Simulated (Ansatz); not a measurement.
`CBOC(C)=O` + silanol → `CC(=O)O[SiH3]` + `CBO` at 298.15 K and 1 bar (substitution at a C–O bond).

Program: Ansatz. Geometries: PBE0-D4/def2-TZVP. ΔE: electronic, gas phase. CBS: MP2 limit from def2 TZ/QZ plus the TZ coupled-cluster correction, frozen cores. One conformer a species, not always the lowest.

```json
{"species": "`CBOC(C)=O`", "CCSD(T)/CBS energy (Eh)": "-293.56968", "H − E (kJ/mol)": "288.7", "S (J/(mol·K))": "361.8"}
{"species": "`O[SiH3]`", "CCSD(T)/CBS energy (Eh)": "-366.69042", "H − E (kJ/mol)": "113.6", "S (J/(mol·K))": "257.8"}
{"species": "`CC(=O)O[SiH3]`", "CCSD(T)/CBS energy (Eh)": "-519.18600", "H − E (kJ/mol)": "222.9", "S (J/(mol·K))": "337.4"}
{"species": "`CBO`", "CCSD(T)/CBS energy (Eh)": "-141.08489", "H − E (kJ/mol)": "182.2", "S (J/(mol·K))": "272.4"}
```

H − E and S are ideal-gas, rigid-rotor, harmonic terms from PBE0-D4/def2-TZVP, for one conformer and one mirror image of each species. 1 Eh = 2625.50 kJ/mol, R = 8.31446 J/(mol·K).

Task: By hand: ΔE, ΔH, ΔS and ΔG.

Result: ΔE = (-519.18600) + (-141.08489) − (-293.56968) − (-366.69042) = -0.01079 Eh = -28.3 kJ/mol. Δ(H − E) = 222.9 + 182.2 − 288.7 − 113.6 = 2.8, so ΔH = -25.5 kJ/mol. ΔS = 337.4 + 272.4 − 361.8 − 257.8 = -9.8 J/(mol·K). ΔG = -25.5 − 298.15 × (-9.8)/1000 = -22.6 kJ/mol.

Task: By hand: the equilibrium constant, and the temperature at which ΔG would vanish if ΔH and ΔS stayed fixed.

Result: log₁₀ K = −ΔG/(RT ln 10) = 4.0. ΔG = 0 at ΔH/ΔS = 2602 K, far beyond where these terms or the molecules hold.

The number of gas molecules stays the same, so ΔS is small and ΔH decides. A doubt of 5 kJ/mol in ΔE shifts log₁₀ K by 0.9 here. Other conformers and mirror images would add mixing entropy, several J/(mol·K) or more a flexible species. These are equilibria of isolated gas molecules and say nothing of rates. Largest T1 diagnostic: 0.014 (customary marks: 0.02 for closed shells, 0.045 for open ones).
